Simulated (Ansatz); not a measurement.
Cost and result for the atomization energy of CH₃FOSe, SMILES `OC(F)[SeH]` (7 atoms, 6 bonds).

Charge 0, multiplicity 1. Correlated methods include outer-core shells of Se, which these sets cover unevenly. Scalar relativity is left out up to krypton. The geometry is a stationary point of PBE0-D4/def2-TZVP. It is one conformer, not always the lowest. Program: Ansatz. All runs use 2 threads of an AMD EPYC 7571 on a shared host. Times are those of one run each, without the atoms' runs, and a repeat can differ threefold. Electronic energies, without spin–orbit coupling; frozen cores. CCSD(T)/CBS adds CCSD(T) − MP2 in def2-TZVPP to the MP2 limit, and its time is that of the two runs behind it. T1 = 0.011. With those shells the extrapolation isn't a true limit. HSE06 is the plane-wave form, built on full-range PBE exchange.

CCSD(T)/CBS is a level of theory with its own doubt, some kJ/mol a heavy atom from the limit and from the frozen cores, so smaller differences don't rank the functionals.

| level | functions | wall time | atomization (kJ/mol) | difference from CCSD(T)/CBS | per bond |
| --- | --- | --- | --- | --- | --- |
| LDA (SPW92)/def2-TZVPP | 183 | 4.3 s | 2866.3 | 475.1 | 79.2 |
| BLYP-D4/def2-TZVPP | 183 | 7 s | 2397.1 | 5.9 | 1.0 |
| PBE-D4/def2-TZVPP (with forces) | 183 | 9 s | 2472.4 | 81.2 | 13.5 |
| BHLYP-D4/def2-TZVPP | 183 | 11 s | 2248.7 | -142.5 | -23.8 |
| HSE06-D4/def2-TZVPP | 183 | 12 s | 2385.7 | -5.5 | -0.9 |
| r2SCANh-D4/def2-TZVPP | 183 | 18 s | 2366.6 | -24.6 | -4.1 |
| CCSD(T)/def2-SVP | 89 | 20 s | 2219.1 | -172.1 | -28.7 |
| ωB97X-V/def2-TZVPP | 183 | 28 s | 2388.6 | -2.6 | -0.4 |
| B97M-V/def2-TZVPP | 183 | 29 s | 2374.7 | -16.5 | -2.8 |
| ωB97M-V/def2-TZVPP (with forces) | 183 | 36 s | 2382.9 | -8.3 | -1.4 |
| MP2/def2-QZVPP | 350 | 69 s | 2425.5 | 34.3 | 5.7 |
| CCSD(T)/def2-TZVPP | 183 | 5.4 min | 2314.6 | -76.6 | -12.8 |
| CCSD(T)/CBS(def2) | – | 6.5 min | 2391.2 | 0.0 | 0.0 |

The D4 term adds +19.1 kJ/mol with B3LYP and +9.7 kJ/mol with PBE0; it sums over pairs of atoms, weighted by their polarisabilities, and B3LYP, whose exchange is more repulsive, gets the larger term. Leaving LDA and LC-ωPBE aside and taking each functional with its dispersion term where it has one, the values spread over 223.7 kJ/mol, from BHLYP-D4 to PBE-D4. LDA lies +405.6 kJ/mol from PBE without D4, its usual overbinding. From PBE to PBE0 (25 % exact exchange), in def2-TZVPP and without D4, the atomization energy moves by −87.0 kJ/mol: exact exchange takes away binding that semilocal exchange gives to molecules.

B3LYP here is the variant with VWN-RPA as its local correlation; programs differ in this.
